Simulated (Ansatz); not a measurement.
Start from `[Cl][Ge]([Cl])([I])[I]` and change one element to get `Cl[Si](Cl)(I)I`.

Ansatz, PBE0-D4/def2-TZVP geometries, multiplicity 1. 

Elements past krypton have def2 core potentials. Scalar relativity is left out up to krypton. Spin–orbit coupling is left out; it splits and shifts lone-pair levels of the heavy atoms by tenths of an eV.

| property | `[Cl][Ge]([Cl])([I])[I]` |
| --- | --- |
| zero-point energy (PBE0-D4/def2-TZVP) / kJ/mol | 11.5 |
| HOMO energy (PBE0/def2-TZVPP) / eV | -8.07 |
| HOMO energy (B3LYP/def2-TZVPP) / eV | -7.80 |
| HOMO–LUMO gap (PBE/def2-TZVPP) / eV | 3.15 |
| HOMO–LUMO gap (PBE0/def2-TZVPP) / eV | 5.10 |
| LUMO energy (B3LYP/def2-TZVPP) / eV | -3.23 |

(1) Give the same properties after the change, and the shifts. (Estimate.)

Answers

(1) The calculation gave: 
```tsv
property	`Cl[Si](Cl)(I)I`	shift
zero-point energy (PBE0-D4/def2-TZVP) / kJ/mol	15.0	3.5
HOMO energy (PBE0/def2-TZVPP) / eV	-7.90	0.17
HOMO energy (B3LYP/def2-TZVPP) / eV	-7.64	0.16
HOMO–LUMO gap (PBE/def2-TZVPP) / eV	4.00	0.85
HOMO–LUMO gap (PBE0/def2-TZVPP) / eV	5.94	0.84
LUMO energy (B3LYP/def2-TZVPP) / eV	-2.18	1.05
```

With PBE0 the HOMO rises by 0.17 eV and the LUMO rises by 1.01 eV, so the gap widens by about 0.84 eV. PBE moves the HOMO by 0.15 eV and ωB97M-V by 0.19 eV.

B3LYP here is the variant with VWN-RPA as its local correlation; programs differ in this.
